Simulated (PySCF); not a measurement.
Ionisation energy of Bi(80+) by level of theory

Bi(80+) [He] 2s1 (2S) → Bi(81+) 1s2 (1S), as a difference of total energies. Calculation: PySCF 2.14, in an even-tempered Gaussian basis (18 s from 65 bohr⁻², ratio 2.2; 8 p from 98 bohr⁻², ratio 2.4; 5 d from 290 bohr⁻², ratio 2.4; 5 f from 440 bohr⁻², ratio 2.4; 4 g from 660 bohr⁻², ratio 2.4); the spin-free X2C one-electron Hamiltonian (Gaussian nucleus). Correlated levels: nothing frozen; virtual orbitals above 40 to 60 times the deepest correlated orbital energy dropped. The calculations carry no spin-orbit coupling.

```json
{"method": "UHF", "ionisation energy (eV)": "25696.9"}
{"method": "LDA", "ionisation energy (eV)": "25680.9"}
{"method": "PBE", "ionisation energy (eV)": "25706.9"}
{"method": "r2SCAN", "ionisation energy (eV)": "25692.8"}
{"method": "BLYP", "ionisation energy (eV)": "25707.0"}
{"method": "BHandHLYP", "ionisation energy (eV)": "25702.5"}
{"method": "MP2 (all electrons)", "ionisation energy (eV)": "25697.2"}
```

Task: Estimate what SCS-MP2 (all electrons) gives.

Result: 25697.2 eV, closest to MP2 (all electrons) among the rows shown.

Task: Estimate what PBE0 gives.

Result: 25704.5 eV, closest to BHandHLYP among the rows shown.

For this ion Breit and QED terms and the two-electron picture change, all absent here, outweigh the differences among the correlated methods.

For comparison: 25656.9 ± 0.4 eV (theoretical estimate listed by NIST; NIST Atomic Spectra Database, ionization energies).
